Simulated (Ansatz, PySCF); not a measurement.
Gas-phase reaction (SMILES): COB(OC)OC [trimethyl borate] + F (HF) → COB(F)OC [fluoro(dimethoxy)borane] + CO (CH4O) [methanol]; hydrogen fluoride cleaves one B-O bond, a model of a ligand-exchange step.

Each molecule is optimised on its own at B3LYP-D3(BJ)/def2-TZVP (Ansatz, a first-principles code), one conformer each, not searched for the lowest. Valence correlation only, unless marked. Spin-orbit coupling is left out. No relativistic terms. CBS(X,Y): correlation extrapolated as X^-3; Hartree-Fock from the larger set. [CCSD(T)-MP2]/basis is that difference in the basis named. Thermal terms are rigid-rotor harmonic-oscillator values from B3LYP-D3(BJ) frequencies (Ansatz or PySCF) at 298.15 K and 1 atm. 1 Eh = 627.5095 kcal/mol.

```
species    E, RI-MP2/CBS(cc-pVTZ,cc-pVQZ)+[CCSD(T)-MP2]/cc-pVDZ (Ansatz) (Eh)  E, PBE/def2-TZVPD (Ansatz) (Eh)  H - E (Eh)
---------  ------------------------------------------------------------------  -------------------------------  ----------
COB(OC)OC                                                          -370.00196                       -370.08183     0.14320
F (HF)                                                             -100.39092                       -100.39521     0.01259
COB(F)OC                                                           -354.78068                       -354.85056     0.10112
CO (CH4O)                                                          -115.61353                       -115.63215     0.05533
```

Work out ΔE and ΔH at 298.15 K at the first level, then ΔH at the second.


1. ΔE = [(-354.78068) + (-115.61353)] - [(-370.00196) + (-100.39092)] = -0.00133 Eh = -0.8 kcal/mol at RI-MP2/CBS(cc-pVTZ,cc-pVQZ)+[CCSD(T)-MP2]/cc-pVDZ.
2. The terms H - E add up to 0.00066 Eh, so ΔH = (-0.00133 + (0.00066))×627.5095 = -0.4 kcal/mol.
3. At PBE/def2-TZVPD the same steps give ΔE = -3.6 and ΔH = -3.1 kcal/mol, a shift of -2.7 from the first level.
4. These values are not checked against measurement here, since the tables used lack a sound gas-phase enthalpy of formation for at least one species.
